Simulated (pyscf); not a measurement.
Single points on ωB97X-D3(BJ)/def2-SVP structures (PySCF, gas phase). Correlated levels are frozen-core, on RHF or UHF. ΔMP2 is the change of the MP2 total energy from the triple- to the quadruple-zeta basis.

SMILES: [O]([GeH]=[O])S
```xyz
6

O      2.3455     1.4061    -1.0952
Ge     1.6808     0.1296    -0.3493
O      0.5370     0.3165     1.0007
S     -0.0767    -1.0658     1.7312
H      1.8264    -1.3781    -0.5696
H     -1.2642    -1.0923     1.0848
```

Problem. What is the homolytic dissociation enthalpy (298 K, CCSD(T)/def2-TZVPP + ΔMP2(QZVPP)) of the Ge–O bond of O=GeH–O–SH (SMILES [O]=[GeH][O]S), to [O=GeH]• + •O–SH?

Solution. Ge–O to [O=GeH]• + •O–SH: 54.3 kcal/mol. The radicals are drawn with the spin at the cut bond; how far it spreads was not checked. The CCSD(T) − MP2 part came from Ansatz, without density fitting, on the same reference. An open-shell T1 diagnostic exceeds 0.045. The frozen core leaves the outer d or s,p core shells of the metals and heavy elements correlated in the MP2 and CC values, and def2-TZVPP describes them poorly, which can shift differences by a few kcal/mol. Elements up to Kr have no core potential and no relativistic terms here.
